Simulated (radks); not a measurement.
Spherical quantum dot in the effective-mass picture: electrons in a well V = -V0 / (1 + exp((r - R)/a)) with V0 = 10, R = 4, a = 0.22, with a point charge +2 (a donor) at the centre, all in effective atomic units (hartree* = m*/eps^2 hartree, bohr* = eps/m* bohr), one dielectric constant everywhere. Method: non-relativistic Kohn-Sham, LDA (Slater exchange, Perdew-Wang correlation), spin-polarised, spherical densities; computed with a radial shooting solver with Libxc functionals. Levels are named by radial order and angular momentum (1s, 1p, 1d, 2s, ...), and open shells are averaged over m. Results are scaled to m* = 0.216 and eps = 7.2, for which hartree* = 113.4 meV and bohr* = 1.764 nm.

N = 11, configuration 1s2 1p6 1d(up 1, down 0) 2s2. This is the lowest configuration that the search found. Occupied and some empty levels:

level    occupation  eigenvalue (meV)  <r> (nm)
1s up             1           -787.11     2.701
1s down           1           -786.12     2.652
1p up             3           -739.72     4.484
1p down           3           -737.61     4.479
2s up             1           -725.29     3.506
2s down           1           -723.89     3.548
1d up             1           -699.95     4.797
1d down           0           -697.74     4.797
1f up             0           -649.92     5.019
1f down           0           -647.68     5.020
2p up             0           -598.27     3.690
2p down           0           -597.04     3.689
1g up             0           -590.20     5.198
1g down           0           -587.98     5.200

Energy (meV): total -10714.6, kinetic 971.91, external -13927, Hartree 2701.9, exchange-correlation -461.26.

Electron density:

r (nm)  n(r) (e/nm^3)
0.389          0.3052
1.04          0.08053
1.69          0.02594
2.34          0.01281
2.98          0.01127
3.63          0.01265
4.28          0.01317
4.93          0.01096
5.58         0.006396
6.23         0.002163
6.88        0.0003340
7.53       0.00002358
8.18        1.126e-06
